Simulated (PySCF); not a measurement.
**Computed spin Hamiltonian**

C4H7FO2Si (charge +1 and doublet state).
Z-matrix (Å and degrees, GFN2-xTB geometry), rows numbered from 1:
```
C 
C   1  1.3243
F   2  1.3309  1  122.71
C   2  1.5138  1  121.97  3  -179.89
O   4  1.1944  2  121.03  1    -1.09
C   4  1.4780  2  111.59  1   179.47
Si  6  2.0106  4  104.65  2  -175.71
O   7  1.5861  6  105.45  4   -65.00
H   1  1.0805  2  119.91  3     0.25
H   1  1.0758  2  121.43  3  -179.82
H   6  1.0893  4  112.43  2   -54.21
H   6  1.0911  4  110.56  2    65.93
H   7  1.4511  6  105.38  4    60.16
H   7  1.4665  6   95.09  4  -171.78
H   8  0.9575  7  134.97  6   106.29
```

The hyperfine couplings belong to this conformer and change with its torsions.

As a line formula: `F[C]([CH2+])C(C[SiH2]O)=O` [radical] (charge +1).

Method: UKS B3LYP, pcH-1 on C F H O Si, non-relativistic, mean-field spin-orbit, GIAO in PySCF 2.14.0. The structure is a single GFN2-xTB conformer in the gas phase; no vibrational or solvent corrections. Couplings are sensitive to structure, and on GFN2-xTB geometries they can be far from those on DFT ones, by a factor of two or more for some ions and for spin on atoms past the first row. Stability of the SCF solution: not tested.

```json
{"g1, g2, g3": "2.00300, 2.00648, 2.01182", "g_iso": "2.00710", "Form of g": "rhombic: the two nearest values differ by 40 % of g3 − g1", "⟨S²⟩": "0.7555 (exact 0.7500)", "α and β electrons": "35, 34", "HOMO–LUMO gap, α and β orbitals": "5.31, 1.34 eV"}
```

Hyperfine couplings atom by atom, in MHz; T1 to T3 are the principal values of the dipolar part:

```
atom  isotope  a_iso  of which spin–orbit     T1     T2    T3  Mulliken spin population
  C1      13C    3.5                  0.2   -7.7   -1.2   8.9                     -0.01
  C2      13C   97.1                 -0.2  -16.6  -12.2  28.8                      0.14
  F3      19F   -3.1                  0.0  -32.6  -17.4  50.1                      0.01
  C4      13C  -45.2                  0.0  -14.1   -2.3  16.4                     -0.02
  O5      17O  -18.1                 -0.5  -87.2   39.0  48.2                      0.30
  C6      13C    4.4                  0.1  -33.5  -33.4  66.8                      0.34
 Si7     29Si   51.1                 -0.2  -24.3   10.6  13.8                      0.04
  O8      17O  -12.4                 -0.4  -51.1   25.3  25.8                      0.15
  H9       1H   22.8                  0.0   -2.6   -0.2   2.8                      0.01
 H10       1H   -0.2                  0.0   -3.6   -1.3   4.9                      0.00
 H11       1H  -21.1                  0.0  -15.1   -2.4  17.5                     -0.01
 H12       1H  -21.7                  0.0  -14.5   -2.2  16.7                     -0.01
 H13       1H   16.9                  0.0   -3.3    0.5   2.9                      0.01
 H14       1H  158.0                  0.0   -3.5   -1.6   5.1                      0.07
 H15       1H  -11.8                  0.1  -12.9   -3.4  16.4                      0.00
```

Largest spin populations (Mulliken): C6 (+0.34), O5 (+0.30), O8 (+0.15) and C2 (+0.14).

C2, the radical centre as drawn in `[CH2+][C](F)C(=O)C[SiH2]O`, holds a spin population of +0.14 out of 1.

Axes: g3 points within 11° of the Si7–O8 bond.

Under fast tumbling the dipolar parts average out, and these isotropic splittings remain: 2 × 1H (H13/H14, I = 1/2, 3 lines) with 3.11 mT, 1 × 1H (H9, I = 1/2, 2 lines) with 0.81 mT, 2 × 1H (H11/H12, I = 1/2, 3 lines) with 0.76 mT, 1 × 1H (H15, I = 1/2, 2 lines) with 0.42 mT and 1 × 19F (F3, I = 1/2, 2 lines) with 0.11 mT.

Means are taken over nuclei equivalent by connectivity, which assumes that they swap fast. H9 and H10 aren't averaged: C1 is flat or nearly so (angle sum 360°), and its turn about the short C1–C2 bond (1.32 Å) is taken as slow. The 1H value of +87.4 MHz is a mean of couplings from 16.9 to 158.0 MHz in this one geometry, not an average over conformers.

The 13C coupling of C2 (97.1 MHz) shows only in satellite lines or after enrichment, since that isotope makes up about 1.07 % of natural carbon.

The 29Si coupling of Si7 (51.1 MHz) shows only in satellite lines or after enrichment, since that isotope makes up about 4.7 % of natural silicon.

On an Arm Neoverse V2 with one thread (shared host), this took 2.0 min (with the writing of density and orbital grids) and 0.96 GiB of memory at its peak.
